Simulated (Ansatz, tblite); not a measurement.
Series GeMe2X2: gap (eV) at several levels, gas phase, relaxed structures; Ansatz, xTB through tblite. The structures are stationary points that may keep the symmetry of their start.

| species | state | geometry | GFN1-xTB | GFN2-xTB | PBE-D4/def2-SVP | PBE-D4/def2-TZVP | r2SCAN-D4/def2-TZVP | PBE0-D4/def2-SVP |
| --- | --- | --- | --- | --- | --- | --- | --- | --- |
| GeF2Me2 (C2H6F2Ge) | singlet | r2SCAN-D4/def2-SVP | 7.08 | 8.23 | 7.49 | 7.28 | 8.23 | 9.93 |
| Ge(CCH)2Me2 (C6H8Ge) | singlet | PBE0-D4/def2-SVP | 5.64 | 5.60 | 5.78 | 5.70 | 6.16 | 7.94 |
| Ge(SMe)2Me2 (C4H12GeS2) | singlet | r2SCAN-D4/def2-SVP | 5.25 | 4.09 | 5.07 | 4.79 | 5.35 | 7.26 |
| GeEt2Me2 (C6H16Ge) | singlet | r2SCAN-D4/def2-SVP | 7.00 | 8.68 | 6.78 | 6.32 | 7.24 | 8.86 |
| Ge(OEt)2Me2 (C6H16GeO2) | singlet | PBE-D4/def2-SVP | 7.01 | 7.05 | 5.98 | 5.71 | 6.61 | 8.44 |
| GeMe2(NEt2)2 (C10H26GeN2) | singlet | PBE-D4/def2-SVP | 5.22 | 5.77 | 4.69 | 4.36 | 5.14 | 6.84 |

Over the 6 species that have every level, the mean is 6.20 at GFN1-xTB, 6.57 at GFN2-xTB, 5.96 at PBE-D4/def2-SVP, 5.69 at PBE-D4/def2-TZVP, 6.46 at r2SCAN-D4/def2-TZVP, 8.21 at PBE0-D4/def2-SVP. Orbital gaps grow with the share of exact exchange and aren't one observable across functionals.
